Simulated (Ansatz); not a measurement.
Geometry optimisation, Ansatz, RKS PBE0-D4/def2-SVP.

Input file:

```yaml
crystal:
  periodic: [false, false, false]
  atoms:
    - { symbol: Al, position_ang: [0.243758, -0.251111, 1.163955] }
    - { symbol: "N", position_ang: [1.937158, -0.920736, 0.744036] }
    - { symbol: "N", position_ang: [-0.288494, 0.241365, -0.420487] }
    - { symbol: C, position_ang: [-1.364911, 0.796105, -1.18435] }
    - { symbol: H, position_ang: [0.591533, 0.056752, -0.911024] }
    - { symbol: Cl, position_ang: [-0.698327, -0.040801, 3.026156] }
    - { symbol: H, position_ang: [1.947855, -1.850274, 0.32239] }
    - { symbol: H, position_ang: [2.680591, -0.902303, 1.435621] }
    - { symbol: H, position_ang: [-2.239102, 0.961287, -0.535532] }
    - { symbol: H, position_ang: [-1.112212, 1.773921, -1.634269] }
    - { symbol: H, position_ang: [-1.697949, 0.135897, -2.006597] }
basis:
  gaussian: { orbitals: def2-SVP }
hamiltonian:
  xc: pbe0
  dispersion: d4
relax:
  f_tol: 0.03
  max_steps: 50
```

Run as:

```bash
$ ansatz run input.yaml --threads 2 --pin off --max-ram 3072MiB --backend cpu --events-out ev --progress --plain --runs-dir out
```

Q: Where does it end, and by what steps?

A: It converged. After 10 steps the energy has fallen by 0.517 eV; H8 moved furthest, 0.84 Å.

| step | energy less start (eV) | largest force component (eV/Å) | accepted |
| --- | --- | --- | --- |
| 0 | 0.0000 | 1.406 | yes |
| 1 | -0.1839 | 0.987 | yes |
| 2 | -0.3115 | 0.720 | yes |
| 3 | -0.3704 | 0.961 | yes |
| 4 | -0.4519 | 0.447 | yes |
| 5 | -0.4875 | 0.755 | yes |
| 6 | -0.5055 | 0.235 | yes |
| 7 | -0.5135 | 0.106 | yes |
| 8 | -0.5157 | 0.039 | yes |
| 9 | -0.5164 | 0.059 | yes |
| 10 | -0.5166 | 0.020 | yes |

```xyz
11
Properties=species:S:1:pos:R:3
Al 0.421 -0.311 0.838
N 1.969 -1.118 1.100
N -0.174 0.180 -0.754
C -1.421 0.837 -1.072
H 0.390 0.006 -1.579
Cl -0.793 0.106 2.512
H 2.638 -1.379 0.386
H 2.309 -1.391 2.015
H -2.003 1.005 -0.152
H -1.277 1.827 -1.545
H -2.060 0.239 -1.749
```

The run took 20 s on 2 threads of Intel(R) Xeon(R) 6975P-C (Granite Rapids) (shared host), peak memory 0.26 GiB.
